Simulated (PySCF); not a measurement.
**SMILES FC(F)(F)c1ccc(Br)cc1, C₇H₄BrF₃**

Geometry:
| atom | x (Å) | y (Å) | z (Å) |
| --- | --- | --- | --- |
| F1 | 2.757 | -0.214 | 1.119 |
| C2 | 2.235 | 0.203 | -0.041 |
| F3 | 2.631 | 1.465 | -0.221 |
| F4 | 2.787 | -0.539 | -1.005 |
| C5 | 0.737 | 0.082 | -0.041 |
| C6 | 0.145 | -1.151 | -0.320 |
| C7 | -1.238 | -1.290 | -0.275 |
| C8 | -2.024 | -0.185 | 0.051 |
| Br9 | -3.898 | -0.366 | 0.113 |
| C10 | -1.444 | 1.053 | 0.327 |
| C11 | -0.059 | 1.181 | 0.280 |
| H12 | 0.769 | -2.008 | -0.581 |
| H13 | -1.707 | -2.250 | -0.493 |
| H14 | -2.073 | 1.909 | 0.575 |
| H15 | 0.405 | 2.146 | 0.489 |

Method: TDDFT CAM-B3LYP/aug-cc-pVDZ excited states, vertical, gas phase (PySCF 2.14.0). Geometry: PBE0-D3(BJ)/def2-SVP.

The calculation is non-relativistic, which matters for the atoms heavier than Zn. Singlets 5 and 6 lie within 0.01 eV of each other, so their separate moments and overlaps can depend on how they mix.

Problem. How strongly do the lowest singlets absorb one photon, and two photons of half the energy?

Solution. δ for parallel linear polarisation; σ at the peak of a Lorentzian of half width 0.1 eV, single beam; Ω is circular over linear.
```
state  E (eV)      f  photon λ (nm)  δ (au)  σ (GM)     Ω                                main
   S1    5.25  0.000            472    2.36    0.02  1.49  HOMO→LUMO+1 0.57, HOMO−1→LUMO 0.40
   S2    5.70  0.190            435     111    1.32  0.87  HOMO→LUMO 0.85, HOMO−1→LUMO+1 0.13
   S3    5.88  0.000            422    3.87    0.05  1.49  HOMO→LUMO+4 0.42, HOMO→LUMO+2 0.23
   S4    6.55  0.262            379    9.99    0.16  1.49  HOMO−1→LUMO 0.52, HOMO→LUMO+1 0.40
   S5    6.69  0.000            370    0.72    0.01  1.50                    HOMO−2→LUMO 0.95
   S6    6.70  0.014            370      36    0.59  1.49  HOMO→LUMO+2 0.58, HOMO→LUMO+4 0.32
```

Among these, the strongest one-photon state is S4, the strongest two-photon state S2, with a dipole change of 2.4 D (relaxed, norm of the difference vector).
